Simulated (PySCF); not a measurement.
BHandHLYP on Cu⁻ (copper, charge -1), [Ar] 3d10 4s2, closed-shell 1S. All numbers are calculated (PySCF 2.14, scalar relativity by spin-free X2C-1e, in aug-cc-pVDZ-DK).

```
cycle= 1 E= -1654.73185717511  delta_E= -0.00854  |g|= 0.151  |ddm|= 0.28
cycle= 2 E= -1654.71993372067  delta_E= 0.0119  |g|= 0.306  |ddm|= 0.237
cycle= 3 E= -1654.73550532974  delta_E= -0.0156  |g|= 0.0149  |ddm|= 0.15
cycle= 4 E= -1654.73554657875  delta_E= -4.12e-05  |g|= 0.000408  |ddm|= 0.0149
cycle= 5 E= -1654.73554665782  delta_E= -7.91e-08  |g|= 0.000127  |ddm|= 0.00135
cycle= 6 E= -1654.73554666408  delta_E= -6.26e-09  |g|= 1.13e-05  |ddm|= 0.000281
cycle= 7 E= -1654.73554666417  delta_E= -8.23e-11  |g|= 9.85e-07  |ddm|= 0.000116
converged SCF energy = -1654.73554666417  <S^2> = -2.4868996e-14  2S+1 = 1
```

Highest occupied orbital energy: 0.025 eV; ⟨L²⟩ = 0.00; populations by l: s 8.00, p 12.00, d 10.00, f 0.00.

Can this result be used?

With care. The calculation finished and met its thresholds. At BHandHLYP the highest occupied level has a positive energy, so only the finite basis holds that electron; in a semilocal or global hybrid functional this comes from self-interaction and does not mean that the real anion is unbound.
